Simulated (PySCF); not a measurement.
## Working out the ionisation energy of Xe

Xe [Xe] (1S) → Xe⁺ [Kr] 4d10 5s2 5p5 (2P). Calculation: PySCF 2.14, in def2-QZVPPD with the def2 core potential (28 electrons); a scalar-relativistic core potential. Frozen: 4s2 4p6 4d10. Energies in hartree (1 hartree = 27.21139 eV):

```
            part   Xe (lower)  Xe⁺ (upper)
             UHF  -328.299136  -327.878598
CCSD correlation    -0.185550    -0.153733
             (T)    -0.006809    -0.004965
```

Task: What does Hartree-Fock give?

Result: (-327.878598) − (-328.299136) = 0.420538 hartree = 11.443 eV.

Task: What do CCSD and CCSD(T) give?

Result: The CCSD correlation energies differ by 0.031817 hartree = 0.866 eV and the triples by 0.001844 hartree = 0.050 eV, so CCSD gives 12.309 eV and CCSD(T) 12.359 eV.

Measured between the centres of the two terms (NIST): 12.565 eV, so CCSD(T) (valence) is off by -0.206 eV.

What remains against the reference includes basis incompleteness, the frozen core and higher excitations.
